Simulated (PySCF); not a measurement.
Correlation energy of Pd (palladium, neutral)

[Kr] 4d10, closed-shell 1S. All numbers are calculated (PySCF 2.14, scalar relativity through the core potential, in aug-cc-pVDZ-PP with ECP28MDF (5s5p4d2f, 54 functions)). Frozen: 4s2 4p6; 10 electrons correlated.

| level | correlation energy (mhartree) |
| --- | --- |
| CCSD | -288.84 |
| (T) | -11.01 |
| CCSD(T) | -299.85 |

Diagnostics: T1 = 0.0096, D1 = 0.0136, largest double amplitude 0.021.

Q: Is a single reference adequate?

A: Yes, within this model without spin-orbit coupling: T1 lies below 0.03 and no double amplitude reaches 0.07.
